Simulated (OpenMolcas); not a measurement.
**3d³ along the 21-electron sequence**

| Quantity | Value |
| --- | --- |
| Program | OpenMolcas 26.06 |
| Method | XMS-CASPT2, IPEA 0.25 Eh, imaginary shift 0.1 Eh |
| Basis | ANO-RCC-VTZP |
| Scalar Hamiltonian | DKH2, point nucleus |
| Spin-orbit coupling | RASSI with atomic mean-field integrals over the reference wave functions, term energies averaged over their components |

Active space for each ion: 3 electrons in 5 orbitals (3d); closed shells correlated by CASPT2: 3s 3p.

Computed levels in cm-1 above ⁴F_3/2:

```tsv
Level	V2+	Cr3+	Mn4+	Fe5+	Ni7+
⁴F_5/2	154	246	374	543	987
⁴F_7/2	366	583	881	1274	2290
⁴F_9/2	632	1002	1506	2170	3850
⁴P_1/2	11910	14340	16650	19810	24350
⁴P_3/2	11980	14450	16810	20000	24610
⁴P_5/2	12160	14730	17250	20670	25910
²G_7/2	12450	16000	18690	21970	27240
²G_9/2	12680	16350	19210	22700	28460
²P_1/2	15900	20570	23820	28000	34640
weight of ⁴F in the lowest level (%)	100	100	100	100	100
```

Measured, with the error of the calculation in %. Measured levels: V2+ from Sugar and Corliss, J. Phys. Chem. Ref. Data 7, 1191 (1978); Cr3+ from Sugar and Corliss, J. Phys. Chem. Ref. Data 6, 317 (1977); Mn4+ from Corliss and Sugar, J. Phys. Chem. Ref. Data 6, 1253 (1977); Fe5+ from Corliss and Sugar, J. Phys. Chem. Ref. Data 11, 135 (1982); Ni7+ from Corliss and Sugar, J. Phys. Chem. Ref. Data 10, 197 (1981).

```
 Level           V2+          Cr3+          Mn4+          Fe5+          Ni7+
⁴F_5/2    146 (+6.1)    236 (+4.4)    359 (+4.1)    511 (+6.2)   1012 (-2.4)
⁴F_7/2    342 (+7.3)    556 (+4.9)    835 (+5.5)   1188 (+7.2)   2184 (+4.9)
⁴F_9/2    584 (+8.2)    946 (+5.9)   1412 (+6.7)   2001 (+8.3)   3721 (+3.4)
⁴P_1/2  11514 (+3.5)  14059 (+2.0)  16434 (+1.3)  18738 (+5.7)  23261 (+4.7)
⁴P_3/2  11592 (+3.4)  14177 (+1.9)  16595 (+1.3)  18942 (+5.6)  23710 (+3.8)
⁴P_5/2  11770 (+3.3)  14471 (+1.8)  17049 (+1.2)  19611 (+5.4)  24669 (+5.0)
²G_7/2  11966 (+4.1)  15052 (+6.3)  17892 (+4.4)  20616 (+6.6)              
²G_9/2  12187 (+4.0)  15402 (+6.2)  18399 (+4.4)  21315 (+6.5)              
²P_1/2  15580 (+2.0)  19519 (+5.4)  23082 (+3.2)  26496 (+5.7)
```

The fine-structure level ⁴F_9/2 changes by a factor of 6.09 from V2+ to Ni7+. Its fourth root runs 5.01, 5.63, 6.23, 6.83, 7.88, with steps per unit of Z of 0.61, 0.60, 0.60, 0.53; equal steps would mean a (Z - σ)^4 law with constant σ.

⁴P_1/2 changes by a factor of 2.04 over the same range, with steps per unit of Z of +2430, +2310, +3160, +2270 cm-1.

Term energies are means over components that CASPT2 splits; among the terms shown or strongly mixed into the levels shown the widest spread is 1600 cm-1 (3d³ ⁴F, V2+). The CASPT2 spread within a term exceeds the gap to the next term for 3d³ ⁴P and 3d³ ²G, so the order of their levels is uncertain (holds for V2+). Measured partners are found by configuration, term and J. A level has none where our copy of the source lacks it or the pairing is in doubt (some pairs that miss far off the trend of their configuration count as doubtful), and it then counts in no deviation. Levels of configurations outside the active space are missing.
